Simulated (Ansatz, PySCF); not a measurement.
Process, species as SMILES: F[C](F)(F)[Ge]([F])([F])[F] + 7 [H][H] (H2) → C (CH4) + 6 F (HF) + [GeH4] (GeH4)
Each molecule is optimised on its own at B3LYP-D3(BJ)/def2-TZVP (Ansatz, an electronic-structure program), one conformer each, not searched for the lowest. Frequencies are from Ansatz or PySCF.

Wanted: energy of full hydrogenation (enthalpy at 298 K, with B3LYP-D3(BJ) rigid-rotor harmonic-oscillator terms), in eV. Correlated levels leave the core frozen unless marked. Spin-orbit coupling is left out. The frozen core is the preceding noble-gas configuration, with the filled d and f shells of earlier blocks. No relativistic terms. CBS marks a two-point X^-3 extrapolation of the correlation energy; Hartree-Fock from the larger set.

| level | program | energy of full hydrogenation (eV) |
|---|---|---|
| HF/6-31G* | Ansatz | 0.40 |
| BHLYP-D4/def2-TZVPD | Ansatz + dftd4 | -0.99 |
| CAM-B3LYP/def2-TZVPD | Ansatz | -0.92 |
| wB97X-V/def2-TZVPD | Ansatz | -0.68 |

Q: Estimate the value at CCSD(T)/CBS(cc-pVTZ,cc-pVQZ) as computed with Ansatz.

A: -0.77 eV
